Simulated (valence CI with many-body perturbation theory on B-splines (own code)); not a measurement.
Ar3+: what each term of the Hamiltonian does

Calculated by relativistic CI+MBPT: five valence electrons over a frozen Dirac-Fock core [Ne], a basis of 9 s, 9 p, 8 d, 6 f, 3 g, 1 h functions for each j, with the one-electron correlation potential Σ1, the two-electron term Σ2, the three-electron term Σ3, Breit, model QED; selected CI, second order for the rest, scaled by the run's own slope (own B-spline code, finite nucleus).

Set against measurement, 38 paired levels are off by 159 cm⁻¹ on average, the worst by 399. These come from a selection out of Saloman, J. Phys. Chem. Ref. Data 39, 033101 (2010). Levels without a partner in it may be off by more. Among the levels kept, up to 1200 cm⁻¹ of a level comes from second order outside the variational space, and about a tenth of that is noise between levels of different J, which matters for small intervals.

Each rung adds one term. CI alone is the Dirac-Coulomb CI over the frozen core; QED comes last and gives the full result, which names the levels. Energies are above 3s2 3p3 4S°_3/2 on the same rung, in cm⁻¹. A blank means that the level has no clear partner on that rung.

Names give the largest LS component (configuration and term), which can be under half, so a name can repeat, a term be missing and a line seem to break the LS rules; names also repeat where a configuration has a term twice. Letters in brackets count levels of one name in rising energy.

| Level | CI alone | + Σ1 | + Σ2 | + Σ3 | + Breit | Full |
| --- | --- | --- | --- | --- | --- | --- |
| 3s2 3p3 2D°_3/2 | 21504 | 21581 | 21366 | 21271 | 21274 | 21274 |
| 3s2 3p3 2D°_5/2 | 21639 | 21720 | 21509 | 21414 | 21398 | 21399 |
| 3s2 3p3 2P°_1/2 | 35457 | 35576 | 35274 | 35121 | 35118 | 35117 |
| 3s2 3p3 2P°_3/2 | 35640 | 35764 | 35461 | 35310 | 35294 | 35294 |
| 3s 3p4 4P_5/2 | 116968 | 117203 | 117514 | 117539 | 117539 | 117463 |
| 3s 3p4 4P_3/2 | 117916 | 118168 | 118486 | 118509 | 118486 | 118412 |
| 3s 3p4 4P_1/2 | 118455 | 118715 | 119037 | 119059 | 119015 | 118942 |
| 3s 3p4 2D_3/2 | 145860 | 146214 | 146094 | 146033 | 146004 | 145940 |
| 3s 3p4 2D_5/2 | 145952 | 146309 | 146186 | 146126 | 146082 | 146018 |
| 3s2 3p2 3d 2P_3/2 [a] | 166644 | 167124 | 166598 | 166441 | 166380 | 166351 |
| 3s2 3p2 3d 2P_1/2 [a] | 167748 | 168246 | 167721 | 167563 | 167462 | 167436 |
| 3s 3p4 2S_1/2 | 178600 | 179073 | 178427 | 178216 | 178182 | 178118 |
| 3s2 3p2 3d 4F_3/2 | 180872 | 181459 | 181024 | 180719 | 180660 | 180662 |
| 3s2 3p2 3d 4F_5/2 | 181239 | 181834 | 181397 | 181093 | 181012 | 181015 |
| 3s2 3p2 3d 4F_7/2 | 181757 | 182363 | 181924 | 181619 | 181508 | 181512 |
| 3s2 3p2 3d 4F_9/2 | 182438 | 183060 | 182622 | 182317 | 182164 | 182171 |
| 3s2 3p2 3d 2F_5/2 [a] | 187327 | 187942 | 187454 | 187133 | 187043 | 187045 |
| 3s2 3p2 3d 4D_1/2 | 187518 | 188142 | 187655 | 187335 | 187254 | 187258 |
| 3s2 3p2 3d 4D_7/2 | 187584 | 188210 | 187725 | 187405 | 187291 | 187295 |
| 3s2 3p2 3d 4D_3/2 | 187637 | 188266 | 187782 | 187464 | 187370 | 187373 |
| 3s2 3p2 3d 4D_5/2 | 188106 | 188742 | 188259 | 187937 | 187822 | 187826 |
| 3s2 3p2 3d 2F_7/2 [a] | 189161 | 189813 | 189324 | 189000 | 188841 | 188848 |
| 3s2 3p2 3d 2G_7/2 | 208496 | 209223 | 208598 | 208158 | 208043 | 208048 |
| 3s2 3p2 3d 2G_9/2 | 208604 | 209340 | 208712 | 208271 | 208139 | 208146 |
| 3s2 3p2 3d 4P_5/2 | 222612 | 223420 | 221494 | 221022 | 220928 | 220922 |
| 3s2 3p2 3d 4P_3/2 | 223129 | 223943 | 222019 | 221549 | 221444 | 221439 |
| 3s2 3p2 3d 4P_1/2 | 223468 | 224275 | 222345 | 221874 | 221763 | 221759 |
| 3s2 3p2 3d 2P_3/2 [b] |  |  | 223796 | 223406 | 223346 | 223305 |
| 3s2 3p2 3d 2P_1/2 [b] | 226478 | 227209 | 224885 | 224495 | 224403 | 224367 |
| 3s2 3p2 3d 2D_3/2 [a] |  |  | 225737 | 225211 | 225139 | 225138 |
| 3s2 3p2 3d 2D_5/2 [a] | 227190 | 228014 | 227180 | 226653 | 226521 | 226524 |

Problem. How does the ionisation energy move along the ladder, and which term matters most?

Solution. CI alone 59.006, + Σ1 59.287, + Σ2 59.165, + Σ3 59.098, + Breit 59.096, + QED 59.097 eV. The largest step is Σ1, 0.281 eV. NIST lists 59.58 ± 0.18 eV (semi-empirical).
